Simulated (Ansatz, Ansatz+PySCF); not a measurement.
```yaml
atoms:
  - { symbol: O, position_ang: [0.0000, 0.0000, -1.2521] }
  - { symbol: C, position_ang: [0.0000, 0.0000, 0.0000] }
  - { symbol: O, position_ang: [0.0000, 0.0000, 1.2521] }
```

Basis set: def2-SVP (spherical functions). Frozen core: 3 orbitals. Charge 0, multiplicity 1.

Computed with Ansatz (development build ahead of 0.2.0); each method stands on the lowest determinant of its kind that the runs found. Restricted open shells among the atoms or ions are ROHF, correlated in semicanonical orbitals with singles.

The atomization energy at this shape (free ground-state atoms in the same class of orbitals less the molecule, no zero-point energy) of singlet CO2:

```tsv
method	atomization energy
RHF-CCSD(T)	356.20 kcal/mol
RHF-CCSD	343.43 kcal/mol
RHF-MP2	381.14 kcal/mol
RHF	228.13 kcal/mol
```

Q: What does UHF give?

A: 219.27 kcal/mol. Caution: the shape is not the minimum.
